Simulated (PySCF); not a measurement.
C5H4F2.
SMILES: `C#C[C@@]1(F)C[C@@H]1F`

A PySCF run (density fitting, gas phase, GFN2-xTB geometry) gave HOMO -6.34 eV, LUMO -1.19 eV, dipole 2.81 D.

**Question.** Which of these levels was it?
A. PBE/6-311+G(2d,p)
B. PBE0/pcSseg-1
C. PBE0/def2-SVPD
D. KT3/def2-SVPD
E. BLYP/6-31++G**

**Answer.** E. It is BLYP/6-31++G**. All candidates on this geometry:

```json
{"level and settings": "PBE/6-311+G(2d,p)", "kind": "GGA", "basis functions": "213", "SCF cycles": "15", "E (Eh)": "-392.1832", "HOMO (eV)": "-6.51", "LUMO (eV)": "-1.37", "dipole (D)": "2.68"}
{"level and settings": "BLYP/6-31++G**", "kind": "GGA", "basis functions": "150", "SCF cycles": "15", "E (Eh)": "-392.4122", "HOMO (eV)": "-6.34", "LUMO (eV)": "-1.19", "dipole (D)": "2.81"}
{"level and settings": "KT3/def2-SVPD", "kind": "GGA", "basis functions": "178", "SCF cycles": "16", "E (Eh)": "-397.7196", "HOMO (eV)": "-6.60", "LUMO (eV)": "-1.34", "dipole (D)": "2.74"}
{"level and settings": "PBE0/def2-SVPD", "kind": "global hybrid", "basis functions": "178", "SCF cycles": "14", "E (Eh)": "-391.8058", "HOMO (eV)": "-7.83", "LUMO (eV)": "-0.28", "dipole (D)": "2.88"}
{"level and settings": "PBE0/pcSseg-1", "kind": "global hybrid", "basis functions": "139", "SCF cycles": "14", "E (Eh)": "-392.0366", "HOMO (eV)": "-7.76", "LUMO (eV)": "-0.08", "dipole (D)": "2.82"}
```

The nearest other candidate, by the summed differences of HOMO and LUMO, is PBE/6-311+G(2d,p): its HOMO differs by -0.17 eV and its LUMO by -0.18 eV. Cycle counts include a coarse-grid stage where the run had one. All basis functions are spherical, in the Pople sets too. KT3 was designed for NMR shieldings or shifts; total energies of different functionals aren't comparable.
